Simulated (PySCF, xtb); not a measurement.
C₄H₄N₂, SMILES c1cncnc1.

xtb with GFN2-xTB at its own geometry gives an orbital gap of 2.69 eV and a dipole moment of 2.23 D.

Geometry: PBE0-D3(BJ)/def2-SVP.

**Question.** What does PBE/def2-TZVP run with PySCF give? (An estimate is asked for; the answer gives what the named calculation found.)

**Answer.** gap 3.60 eV (levels -5.87 and -2.27 eV), dipole 2.25 D.
